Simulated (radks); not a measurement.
Problem. All-electron calculation, scalar-relativistic Kohn-Sham, LB94 model potential, spin-polarised, spherical densities, finite nucleus; open shells are filled with parallel spins first; Fermi nuclear charge, rms radius of each element as measured or else 0.836 A^(1/3) + 0.57 fm. Program: a radial shooting solver on a logarithmic mesh with Libxc functionals. Response by self-consistent Sternheimer equations with the Hartree and adiabatic LDA kernel, the relativistic mass of each level held fixed and spin-orbit coupling left out. Rank Al2+, Si3+, P4+, Mg+, Ar7+, Cl6+, S5+, K8+ (NIST ground configurations) by static dipole polarisability, largest first.

Solution. Mg+ 27.13, Al2+ 11.70, Si3+ 6.276, P4+ 3.804, S5+ 2.494, Cl6+ 1.729, Ar7+ 1.250, K8+ 0.9328 bohr^3.
